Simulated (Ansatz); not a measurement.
```yaml
crystal:
  periodic: [false, false, false]
  atoms:
    - {symbol: C, position_ang: [-0.866521, -0.806889, 0.082833]}
    - {symbol: O, position_ang: [-0.663347, 0.568807, -0.202653]}
    - {symbol: C, position_ang: [0.601048, 0.995661, -0.161876]}
    - {symbol: N, position_ang: [1.669881, 0.397782, 0.086951]}
    - {symbol: Br, position_ang: [0.627916, 2.843820, -0.572283]}
    - {symbol: H, position_ang: [-1.938595, -0.969590, 0.004048]}
    - {symbol: H, position_ang: [-0.532140, -1.049346, 1.095443]}
    - {symbol: H, position_ang: [-0.345482, -1.437607, -0.642894]}
    - {symbol: H, position_ang: [1.535640, -0.588837, 0.293330]}
basis:
  gaussian: {orbitals: def2-SVPD, fitting: {mean_field: def2-universal-jkfit}}
hamiltonian: {xc: {name: wB97}}
```

```sh
$ ansatz run in.yaml --threads 4 --pin off --events-out ev --progress --plain --max-ram 10444MiB
```

Shortened log:

```
Functional definition: wB97
642 factors; integrals over basis functions are off by at most 2.3e-1 eV
642 factors; integrals over basis functions are off by at most 1.0e-3 eV
mean field evaluation 1: about -75708.4987 eV, gradient 4.6e1 eV
mean field evaluation 2: about -75708.9110 eV, gradient 4.6e1 eV
mean field evaluation 4: about -75712.6711 eV, gradient 2.6e0 eV
mean field evaluation 8: about -75712.6949 eV, gradient 8.3e-2 eV
mean field evaluation 16: about -75712.6949 eV, gradient 3.8e-5 eV
mean field -75712.69492313 eV, -2782.3902185170 hartree, gradient 3.8e-5 eV, S^2 0.000000; 0 other end points of the search recorded, 0 dependent functions left out
reference -75712.69490931 eV, -2782.3902180094 hartree; 33, 33 occupied and 123, 123 virtual orbitals, 642 factors
Total energy: -75712.69490931 eV, -2782.3902180094 hartree
```

Hardware: 4 threads of an Intel Xeon Platinum 8488C on a shared host. Wall time 2.6 s, peak host memory 0.46 GiB.
